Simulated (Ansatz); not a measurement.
Reaction (substitution at a C–C bond): `FC(F)C(F)I` + `O[SiH3]` → `FC(I)O[SiH3]` + `FCF`

Program: Ansatz. Geometries: PBE0-D4/def2-TZVP. ΔE: electronic, gas phase. CCSD(T)/CBS is the MP2 limit (def2-TZVPP, def2-QZVPP) plus CCSD(T) − MP2 in def2-TZVPP, frozen cores. This one scheme is used for every species. Functionals use def2-TZVPP. B3LYP here is the variant with VWN-RPA as its local correlation; programs differ in this. Elements past krypton have def2 core potentials. For I outer-core shells are correlated without core-valence functions, which leaves a few kJ/mol of doubt a bond. One conformer a species, not always the lowest.

`FC(F)C(F)I`:

Cartesian coordinates in Å:
```
F -1.647 0.066 0.583
C -0.458 0.604 0.250
F 0.023 1.248 1.338
C 0.518 -0.502 -0.113
F 1.726 0.051 -0.369
I -0.173 -1.573 -1.832
H -0.594 1.329 -0.558
H 0.605 -1.224 0.700
```

`O[SiH3]`:

Z-matrix (Å, degrees):
```
Si
O 1 1.648
H 1 1.489 2 111.7
H 1 1.489 2 111.7 3 120.9
H 1 1.481 2 105.9 3 -119.6
H 2 0.957 1 117.9 3 -60.5
```

`FC(I)O[SiH3]`:

```xyz
9

F    -1.573    0.808    0.604
C    -0.343    0.599    1.139
I    -0.486   -1.203    2.393
O     0.593    0.498    0.193
Si    0.484   -0.358   -1.247
H    -0.115    1.402    1.838
H    -0.041   -1.718   -0.986
H     1.876   -0.394   -1.741
H    -0.394    0.367   -2.193
```

`FCF`:

```xyz
5

F    -1.205    0.495    0.138
C     0.015   -0.058   -0.044
F     0.913    0.623    0.703
H    -0.014   -1.096    0.300
H     0.291    0.036   -1.098
```

| level | ΔE (kJ/mol) | difference from CCSD(T)/CBS |
| --- | --- | --- |
| PBE-D4 | 9.5 | -12.5 |
| r2SCAN-D4 | 13.5 | -8.5 |
| PBE0-D4 | 13.9 | -8.1 |
| B3LYP-D4 | 7.9 | -14.1 |
| ωB97X-V | 17.4 | -4.6 |
| ωB97M-V | 19.5 | -2.5 |
| B2PLYP | 14.6 | -7.4 |
| PBE | 11.4 | -10.6 |
| r2SCAN | 13.9 | -8.1 |
| PBE0 | 15.6 | -6.4 |
| B3LYP | 11.0 | -11.0 |
| HF/def2-TZVPP | 14.5 | -7.5 |
| MP2/def2-TZVPP | 20.8 | -1.2 |
| SCS-MP2/def2-TZVPP | 19.4 | -2.6 |
| CCSD/def2-TZVPP | 21.4 | -0.6 |
| CCSD(T)/def2-TZVPP | 20.0 | -2.0 |
| HF/def2-QZVPP | 14.5 | -7.5 |
| MP2/def2-QZVPP | 21.9 | -0.1 |
| SCS-MP2/def2-QZVPP | 20.6 | -1.4 |
| HF/CBS(def2) | 14.5 | -7.5 |
| MP2/CBS(def2) | 22.8 | 0.8 |
| CCSD/CBS(def2) | 23.4 | 1.4 |
| CCSD(T)/CBS | 22.0 | 0 |

Largest T1 diagnostic among the species: 0.011.

From PBE to PBE0 (25 % exact exchange), in def2-TZVPP and without D4, ΔE moves by +4.3 kJ/mol. The D4 term adds −3.1 kJ/mol with B3LYP and −1.8 kJ/mol with PBE0; it sums over pairs of atoms, weighted by their polarisabilities, and B3LYP, whose exchange is more repulsive, gets the larger term. In def2-TZVPP, CCSD(T) changes the Hartree–Fock value by +5.5 kJ/mol (the triples alone add −1.4 kJ/mol) and MP2 by +6.3 kJ/mol.

CCSD(T)/CBS has its own doubt, a few kJ/mol and more with outer-core shells, so smaller differences from it don't rank the levels.
